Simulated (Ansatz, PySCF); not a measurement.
AlH4, SMILES [AlH4-], charge -1.

Coordinates come from a PBE0-D3(BJ)/def2-TZVPD optimisation. The isomer is the one that the SMILES or the coordinates give; other isomers of the formula were not compared.

Estimates of the vertical detachment energy (IE) of the anion in eV. Rows of orbital energies are one-electron estimates, which approximate functionals can put far too low.

| level | IE |
|---|---|
| −ε(HOMO), −ε(LUMO), M06-2X/def2-TZVPD (PySCF) | 3.44 |
| −ε(HOMO), −ε(LUMO), HF/def2-TZVPD (PySCF) | 5.38 |
| −ε(HOMO), −ε(LUMO), PBE/def2-TZVPD (PySCF) | 1.13 |
| EOM-CCSD/aug-cc-pVDZ (PySCF) | 4.81 |
| ΔSCF, PBE0/def2-TZVPD (Ansatz), final states of multiplicity 2 | 4.44 |
| ΔSCF, PBE/def2-TZVPD (Ansatz), final states of multiplicity 2 | 4.12 |

Problem. What vertical singlet–triplet gap does ΔSCF give with PBE0/def2-TZVPD (Ansatz, a first-principles code) and with PBE/def2-TZVPD (Ansatz)? (The exact figures need the calculation; the answer reports its results.)

Solution. 5.37 and 4.97 eV (triplet above singlet where positive).
